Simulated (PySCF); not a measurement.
## Correlation energy of Se³⁺ (selenium, charge +3)

Starting occupation: [Ar] 3d10 4s2 4p1, 4p3/2 with m_j = +3/2. All numbers are calculated (PySCF 2.14, X2C-1e with screened-nucleus spin-orbit coupling, Gaussian nucleus, in x2c-SVPall-2c with one added diffuse shell each of s, p, d type (6s7p4d, 47 functions)). Frozen: [Ne]; 21 electrons correlated.

MP2 pair energies summed by pair of shells (mhartree):

```tsv
pair	energy	share (%)
3d3/2-3d5/2	-56.04	20.4
3d5/2-3d5/2	-37.15	13.5
3d5/2-3p3/2	-30.82	11.2
3d3/2-3p3/2	-22.12	8.0
4s1/2-4s1/2	-21.31	7.7
3d5/2-3p1/2	-17.90	6.5
4p3/2-4s1/2	-17.89	6.5
3d3/2-3d3/2	-14.99	5.4
3p1/2-3p3/2	-12.25	4.5
3p3/2-3p3/2	-10.20	3.7
3d3/2-3p1/2	-10.02	3.6
3d5/2-3s1/2	-3.36	1.2
3d5/2-4s1/2	-3.22	1.2
3d5/2-4p3/2	-2.74	1.0
3p1/2-3p1/2	-2.32	0.8
3d3/2-3s1/2	-2.26	0.8
3d3/2-4s1/2	-2.20	0.8
3d3/2-4p3/2	-1.73	0.6
3p3/2-3s1/2	-1.69	0.6
3p3/2-4s1/2	-1.01	0.4
3p1/2-3s1/2	-0.88	0.3
3p3/2-4p3/2	-0.82	0.3
3s1/2-3s1/2	-0.66	0.2
3p1/2-4p3/2	-0.49	0.2
3p1/2-4s1/2	-0.48	0.2
3s1/2-4s1/2	-0.43	0.2
3s1/2-4p3/2	-0.12	0.0
```

Total MP2 correlation energy: -275.10 mhartree.

This basis was not built for core-valence correlation, so the inner-shell part is incomplete.
